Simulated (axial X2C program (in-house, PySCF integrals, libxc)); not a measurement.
## Which molecule has these constants?

Computed with an in-house relativistic program for diatomic molecules, spin-free (one-electron X2C) or two-component (2c: spin–orbit coupling with atomic mean-field Coulomb and Gaunt terms, which also bring small scalar terms), in Dyall basis sets with cores contracted in-house; open shells are unrestricted.

A two-component PBE0 calculation in a Dyall 3-zeta basis gave Re = 2.231 Å, ωe = 463.2 cm⁻¹, Ω = 1.

Problem. Which molecule is it?
A. ZrBr⁺
B. ZrCl⁺
C. ZrF⁺

Solution. B. The others have ZrF⁺ 1.815 Å and 751.1 cm⁻¹ (Ω = 1); ZrBr⁺ 2.374 Å and 332.4 cm⁻¹ (Ω = 1).

Each entry is the lowest single determinant of a limited PBE0 search at one distance. De goes to single-determinant-based atoms at the same level (for ions the charge split of lowest energy) and is withheld (n/a) where an atom does not fit its ground term or J level. Main or longest-lived isotopes. One determinant is a doubtful description, or other states lie close, for ZrCl⁺, ZrF⁺, ZrBr⁺; these need not be ground states, and all values refer to the states named. With several unpaired electrons the Ω given is that of one determinant, not necessarily of the lowest component. The functionals have no current term, which raises determinants with orbital currents.
